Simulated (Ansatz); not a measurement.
Reaction (β-hydride elimination): `CO[Si](C)(O)F` → `C[SiH](O)F` + `C=O`

Gas-phase electronic energies from Ansatz, PBE0-D4/def2-TZVP geometries. CCSD(T)/CBS is the MP2 limit (def2-TZVPP, def2-QZVPP) plus CCSD(T) − MP2 in def2-TZVPP, frozen cores. This one scheme is used for every species. Functionals use def2-TZVPP. B3LYP here is the variant with VWN-RPA as its local correlation; programs differ in this. Each species was taken in one conformer, which may not be the lowest.

```csv
level,ΔE (kJ/mol)
r2SCAN-D4,236.7
PBE0-D4,236.7
PBE,210.4
B3LYP,208.2
```

What does CCSD(T)/CBS give? (An estimate is asked.)

The calculation gave: +229.9 kJ/mol. The listed levels differ from it by 6.8, 6.8, -19.5, -21.7 kJ/mol.

Largest T1 diagnostic among the species: 0.015.

The D4 term adds +14.9 kJ/mol with B3LYP and +8.2 kJ/mol with PBE0; it sums over pairs of atoms, weighted by their polarisabilities, and B3LYP, whose exchange is more repulsive, gets the larger term. From PBE to PBE0 (25 % exact exchange), in def2-TZVPP and without D4, ΔE moves by +18.1 kJ/mol. In def2-TZVPP, CCSD(T) changes the Hartree–Fock value by +12.2 kJ/mol (the triples alone add −1.5 kJ/mol) and MP2 by +20.0 kJ/mol.
